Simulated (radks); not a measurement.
The numbers below are computed, except where a source is named.
Problem. Ionisation of Ag, [Kr] 4d10 5s1, to Ag+, [Kr] 4d10, under several functionals. Scalar-relativistic Kohn-Sham, spin-polarised, spherical densities, finite nucleus; open shells are filled with parallel spins first (spin-orbit coupling, left out, can overturn this in heavy ions); a radial shooting solver on a logarithmic mesh with Libxc functionals. Known Delta-SCF values: exchange-only PBE 7.469 eV. What does AM05 give, and what is its highest occupied eigenvalue?

Solution. 7.915 eV by Delta-SCF; the 5s eigenvalue is -4.733 eV. NIST: 7.576 eV (measured).
